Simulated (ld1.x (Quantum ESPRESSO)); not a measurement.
Results of a calculation; reference values are marked as such.
## Pseudopotentials across the periodic table

Generated with ld1.x 7.5 (TM, RRKJ, ultrasoft, PAW), atompaw 4.2 or ONCVPSP 4.0.1. The cutoff is in Ry: for ld1.x and atompaw files where the sum of valence levels is converged to 10 mRy in a Bessel basis, for ONCV files where the hardest occupied wave has 1 mHa per electron of residual kinetic energy. The error is the largest all-electron minus pseudo excitation energy over each file’s own four to seven test configurations (ionisations up to +4, promotions, holes and added fractions of an electron), all of which were solved. The labels leave out finer settings (local radius, basis sizes, second energies), which also bear on the numbers. Spin-polarised tests are not counted. The rows are a selection from randomly drawn settings: files with unsolved tests, undetermined cutoffs or missed reference levels are left out.

A true bound ghost makes a file unfit for plane-wave use even where its test errors are small: the radial tests pick states by their node count and pass the ghost by.

| element | potential | cutoff (Ry) | largest error (meV) | bound ghosts |
| --- | --- | --- | --- | --- |
| As | TM, PBE, scalar-relativistic, rc 1.45/2.20/0.94 (spd), local d, core correction yes, reference 3d10 4s2 4p3 | 300 | -19 | s, p |
| Zr | TM, LDA (PZ), fully relativistic, rc 2.35/3.40/2.85 (spd), local p, core correction no, reference 4d2 5s2 5p0 | 21 | +190 | none |
| Te | ultrasoft, PBE, scalar-relativistic, rc 2.15/2.45/1.10 (spd), local smoothed, core correction no, reference 4d10 5s1 5p5 | 140 | -29 | s, p |
| Ho | TM, PBE, scalar-relativistic, rc 1.55/2.15/1.85/1.10 (spdf), local s, core correction no, reference 4f11 5s2 5p6 5d0 6s0 6p0 | 300 | +494 | none |
| Tl | ultrasoft, PBEsol, non-relativistic, rc 2.60/3.30/3.60 (spd), local smoothed, core correction no, reference 6s2 6p0.5 | 6 | +78 | none |

(1) Fill in the row for Sc: PAW, BP86, scalar-relativistic, rc 3.65/3.90/1.90 (spd), local smoothed, core correction yes, reference 3d1 4s2 4p0.

Results:

(1) cutoff 25 Ry, largest error -317 meV, bound ghosts: none.
